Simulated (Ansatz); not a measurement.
Reaction (formal exchange of groups at a Ga–O bond): `[F][GaH][O][GeH3]` + ethylene → `C=[CH][GaH][F]` + `[OH][GeH3]`

Calculated with Ansatz (gas phase, PBE0-D4/def2-TZVP geometries, no zero-point term in ΔE). CCSD(T)/CBS is the MP2 limit (def2-TZVPP, def2-QZVPP) plus CCSD(T) − MP2 in def2-TZVPP, frozen cores. This one scheme is used for every species. DFT in def2-TZVPP. B3LYP here is the variant with VWN-RPA as its local correlation; programs differ in this. For Ga, Ge outer-core shells are correlated without core-valence functions, which leaves a few kJ/mol of doubt a bond. Scalar relativity is left out up to krypton. Each species was taken in one conformer, which may not be the lowest.

| level | ΔE (kJ/mol) |
| --- | --- |
| B3LYP-D4 | 76.7 |
| RPA@PBE/def2-TZVPP | 77.2 |

Problem. What does CCSD(T)/CBS give? (An estimate is asked.)

Solution. Ansatz gave: +75.6 kJ/mol. The listed levels differ from it by 1.1, 1.6 kJ/mol.

Largest T1 diagnostic among the species: 0.014.

At CCSD(T), def2-SVP lies +19.0 kJ/mol from the extrapolated value and def2-TZVPP +3.6 kJ/mol. In def2-TZVPP, CCSD(T) changes the Hartree–Fock value by −6.9 kJ/mol (the triples alone add −0.3 kJ/mol) and MP2 by −6.3 kJ/mol.

CCSD(T)/CBS has its own doubt, a few kJ/mol and more with outer-core shells, so smaller differences from it don't rank the levels.
